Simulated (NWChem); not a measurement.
Molecule: SiN₂H₅Cl; SMILES [SiH](N)(N)Cl

```xyz
9

Si     0.0192    -0.4086     0.3845
N     -1.4956    -0.8967    -0.2485
N      1.2168    -1.4218    -0.2949
Cl     0.1246     1.6211    -0.1063
H      0.2459    -0.4482     1.8556
H     -2.2710    -0.2469    -0.2905
H     -1.8001    -1.8601    -0.1712
H      1.2568    -1.5636    -1.2984
H      2.1332    -1.4902     0.1324
```
Atoms are numbered in this order, from 1.

Program: NWChem. Geometry: optimised at PBE0/def2-SVP.

For level TPSS/cc-pVDZ:

* **highest occupied level (eV)**: -6.05
* **orbital gap (eV)**: 6.96
* **dipole (D)**: 2.45

Estimate the same quantities for level TPSS/aug-cc-pVDZ.


- highest occupied level (eV) = -6.43
- orbital gap (eV) = 5.77
- dipole (D) = 2.17
